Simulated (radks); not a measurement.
Results of a calculation; reference values are marked as such.
Problem. The aluminium ion Al8+, 5 electrons, occupied as [He] 2s2 2p1. Code: a radial shooting solver on a logarithmic mesh with Libxc functionals. Model: Dirac Kohn-Sham, LB94 model potential, spin-unpolarised, spherical densities, finite nucleus; open shells fill j = l - 1/2 first; Fermi nuclear charge, rms radius 3.061 fm. Some entries of the table are withheld. Estimate them.

orbital,occ.,eigenvalue (eV),<1/r> (bohr^-1),r(max) (bohr)
1s1/2,2,(1),12.69,0.07838
2s1/2,2,(2),(3),0.4543
2p1/2,1,-323.0292,(4),0.3641
2p3/2,0,-322.2723,(5),0.3654
3s1/2,0,-141.3878,1.138,(6)
3p1/2,0,-133.9701,(7),1.188
3p3/2,0,-133.7715,(8),1.190

Solution. 
(1) 1s1/2 eigenvalue (eV): -1860.521
(2) 2s1/2 eigenvalue (eV): -349.6102
(3) 2s1/2 <1/r> (bohr^-1): 2.742
(4) 2p1/2 <1/r> (bohr^-1): 2.721
(5) 2p3/2 <1/r> (bohr^-1): 2.709
(6) 3s1/2 r(max) (bohr): 1.231
(7) 3p1/2 <1/r> (bohr^-1): 1.121
(8) 3p3/2 <1/r> (bohr^-1): 1.118
